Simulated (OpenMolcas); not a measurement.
**Ti3+, Zr3+, Hf3+: d down the group**

```yaml
Program: OpenMolcas 26.06
Method: RASSCF
Basis: ANO-RCC-VTZP
Scalar_Hamiltonian: DKH2, point nucleus
Spin-orbit_coupling: state interaction with AMFI integrals over the reference wave functions, term energies averaged over their components
```

Active space for each ion: 7 electrons in 8 orbitals (RAS1 p, at most 2 holes; RAS2 d).

Computed levels in cm-1 above ²D_3/2:

```csv
Level,Ti3+,Zr3+,Hf3+
²D_5/2,419,1435,5805
weight of ²D in the lowest level (%),100,100,100
```

Measured, with the error of the calculation in %. Measured levels: Ti3+ from Corliss and Sugar, J. Phys. Chem. Ref. Data 8, 1 (1979); Zr3+ from the list in Rauch et al., Astron. Astrophys. 599, A142 (2017).

| Level | Ti3+ | Zr3+ |
| --- | --- | --- |
| ²D_5/2 | 382 (+9.5) | 1251 (+14.8) |

The fine-structure level ²D_5/2 changes by a factor of 13.9 from Ti3+ to Hf3+.

Without dynamic correlation excited terms often stand tens of per cent too high (terms of higher spin than the ground term too low), and those without a measured partner can miss by more than the paired ones. Active for correlation alone: 3p; no level in the range computed is led by a configuration that opens it, so any true level of that kind is missing (holds for Ti3+). Active for correlation alone: 4p; no level in the range computed is led by a configuration that opens it, so any true level of that kind is missing (holds for Zr3+). Active for correlation alone: 5p; no level in the range computed is led by a configuration that opens it, so any true level of that kind is missing (holds for Hf3+). Computed and measured levels are paired by configuration, term and J; levels that our copy of the source lacks, or whose pairing is in doubt (as where it misses far off the trend of its configuration), stay unpaired and out of the deviations. Only configurations of the active space appear.
